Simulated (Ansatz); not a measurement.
The cluster Al5As5⁻. Total charge -1; doublet. Geometry r2SCAN-D4/def2-SVP; atoms count from 1.

Cartesian coordinates in Å:
```
Al -1.580 -0.751 1.779
Al -2.074 0.354 -0.845
Al 1.275 -0.563 2.072
Al 0.225 0.303 -2.421
Al 2.143 0.614 -0.420
As -0.131 -2.266 2.756
As -1.981 0.180 -3.146
As 2.533 0.418 -2.687
As -3.271 0.653 1.147
As 2.860 1.058 1.766
```

The structure comes from a short search, and lower isomers may exist.

Q: Estimate the Mulliken populations from the PBE0/def2-SVP orbitals of Ansatz.

A: 
```
atom  charge (e)  spin (α − β)
 Al1        0.26         -0.04
 Al2        0.18          0.14
 Al3        0.26         -0.04
 Al4        0.23          0.15
 Al5        0.18          0.13
 As6       -0.42          0.10
 As7       -0.43          0.16
 As8       -0.43          0.16
 As9       -0.42          0.12
As10       -0.42          0.12
```
Mulliken values and Mayer orders depend strongly on the basis.

Q: Where does the spin sit?

A: Summed by element: Al 0.35, As 0.65, of 1 unpaired in all. Largest on single atoms: As7 0.16, As8 0.16, Al4 0.15.

Q: And the Mayer bond orders between bonded heavy atoms (over 0.3)?

A: Al1–Al2 0.30 (2.89 Å); Al1–As6 1.27 (2.31 Å); Al1–As9 1.39 (2.29 Å); Al2–Al4 0.41 (2.79 Å); Al2–As7 1.33 (2.31 Å); Al2–As9 1.15 (2.34 Å); Al3–Al5 0.30 (2.89 Å); Al3–As6 1.27 (2.31 Å); Al3–As10 1.38 (2.29 Å); Al4–Al5 0.41 (2.79 Å); Al4–As7 1.21 (2.33 Å); Al4–As8 1.21 (2.33 Å); Al5–As8 1.33 (2.31 Å); Al5–As10 1.15 (2.34 Å).
